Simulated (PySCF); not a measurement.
IrS₂⁻: from structure and modes to constants

Level of theory: PBE0/[Ir def2-SVPD with ECP60, S def2-SVPD], scalar-relativistic core potentials, density fitting, no spin–orbit coupling, PySCF.

The singlet minimum has C2v symmetry. Masses (u): Ir 192.96292, S 31.97207.

```xyz
3
charge -1 multiplicity 1, angstrom
Ir    0.0000    0.0000   -0.0992
S     2.0661    0.0000    0.2713
S    -2.0661    0.0000    0.2713
```

Harmonic wavenumbers (cm⁻¹): 62.7 (a1, ×1), 497.8 (b2, ×1), 511.0 (a1, ×1).

**Question.** Find the principal moments of inertia and the rotational constants. What kind of rotor is it?

**Answer.** About the centre of mass I = 6.5921, 272.96, 279.55 u Å². With B = 16.8576/I this gives 2.557, 0.06176, 0.0603 cm⁻¹. The molecule is an asymmetric top with κ = -1.00.

**Question.** What is the harmonic zero-point energy?

**Answer.** Half the sum of all 3 wavenumbers, 1072/2 = 536 cm⁻¹, which is 6.4 kJ/mol (1 cm⁻¹ = 0.0119627 kJ/mol).

**Question.** Give the standard entropy (298.15 K, 1 bar) by its translational, rotational, vibrational and spin parts, and Cp.

**Answer.** Sackur–Tetrode with M = 256.91 u gives 178.1; rotation with symmetry number 2 gives 97.3; vibration 23.7; spin R ln 1 = 0.0. The total is 299.1 J/(mol K), and Cp = 4 R + 18.6 = 51.9 J/(mol K).

This need not be the most stable arrangement of these atoms. The lowest empty level of this anion is unbound, so it and the gap depend on the basis. With an element this heavy the missing spin–orbit coupling can shift these numbers.
